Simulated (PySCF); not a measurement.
# Orbital picture of SrS

MN15 at R = 2.467 Å; PySCF, scalar-relativistic core potentials, basis sets Sr def2-SVPD with ECP28, S def2-SVPD. State: ¹Σ⁺ (singlet), closed shell. Only the outer orbitals are listed, counted within each symmetry, core potentials removing the inner ones.

```tsv
orbital	occ.	ε (eV)	on Sr (%)	main shells (%)
4σ	2	-44.56	100	100 Sr s
2π	2	-25.19	100	100 Sr p
2π	2	-25.19	100	100 Sr p
5σ	2	-25.07	96	96 Sr p
6σ	2	-15.23	8	92 S s
7σ	2	-5.59	31	66 S p, 23 Sr s, 10 Sr d
3π	2	-5.30	14	86 S p, 12 Sr d
3π	2	-5.30	14	86 S p, 12 Sr d
8σ	0	-1.65	96	75 Sr s, 18 Sr p
9σ	0	-0.03	70	57 Sr d, 20 S s, 18 Sr p
4π	0	0.08	95	62 Sr p, 33 Sr d
```

Which are the highest filled and the lowest empty level, where do they sit, and how wide is the gap?

Highest filled 3π at -5.30 eV (in %: 86 S p, 12 Sr d); lowest empty 8σ at -1.65 eV (in %: 75 Sr s, 18 Sr p); the gap at MN15 is 3.65 eV.

| Property | Result |
| --- | --- |
| bond order (Mayer) | 1.81 |
| ⟨S²⟩ | 0.000 |
| charge on Sr (Mulliken, basis-dependent) | 0.75 |
| charge on Sr (Löwdin, basis-dependent) | 0.72 |
| dipole moment (positive dipole means Sr(−)S(+)) | -11.56 D |
